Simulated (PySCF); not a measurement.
# Ionisation energy along the 5-electron series

Calculated with PySCF 2.14 and a two-component X2C-1e Hamiltonian (Gaussian nucleus, no Breit or QED terms), each ion in its own even-tempered basis scaled to its charge; GMP2 freezes nothing and drops the highest virtual spinors. Values in eV. NIST values: (m) measured, (s) semi-empirical, (t) theoretical.

```tsv
ion	configuration	GHF (spin-free)	GMP2 (spin-free)	GHF (screened spin-orbit)	GMP2 (screened spin-orbit)	NIST
Au⁷⁴⁺	[He] 2s2 2p1	20512.7	20512.7	21951.8	21949.1	21920 ± 90 (t)
Tl⁷⁶⁺	[He] 2s2 2p1	21661.4	21661.4	23283.9	23281.1	23250 ± 110 (t)
```

Problem. Fill in the row of Hg⁷⁵⁺.

Solution. configuration: [He] 2s2 2p1; GHF (spin-free): 21082.6; GMP2 (spin-free): 21082.6; GHF (screened spin-orbit): 22611.0; GMP2 (screened spin-orbit): 22608.3; NIST: 22580 ± 100 (t).
